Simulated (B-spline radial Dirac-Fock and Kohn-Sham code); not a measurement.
## Dipole and non-dipole photoemission parameters of W⁴⁺ 3d5/2

System: the W⁴⁺ ion in the configuration [Xe] 4f14 5d2; threshold 1862.2 eV (orbital energy of the model). These are calculated numbers from a B-spline atomic structure program; the model is Dirac-Hartree-Slater photoionisation with a Latter tail; cross sections with all multipoles, angular parameters from the dipole term and its interference with E2.

For linearly polarised light dσ/dΩ = σ/(4π) [1 + β P₂(cos θ) + (δ + γ cos²θ) sin θ cos φ], with θ from the polarisation vector and φ the angle between the beam and the projection of the electron momentum on the plane normal to the polarisation.

```csv
hν (eV),σ (kb),β,γ,δ
1880,617,0.540,-0.016,-0.001
1890,611,0.473,-0.027,-0.001
3390,131,1.174,0.042,0.050
3490,120,1.185,0.074,0.054
4270,66.0,1.225,0.322,0.077
4850,44.6,1.227,0.489,0.091
5414.7,31.6,1.218,0.636,0.104
6000,22.8,1.204,0.775,0.118
6560,17.1,1.187,0.897,0.130
6780,15.4,1.180,0.942,0.135
8200,8.18,1.128,1.199,0.166
12000,?,?,?,?
14000,1.27,0.932,1.859,0.291
15000,0.987,0.903,1.938,0.312
```

Q: Give the values at 12000 eV.

A: σ = 2.20 kb, β = 0.993, γ = 1.676, δ = 0.248.
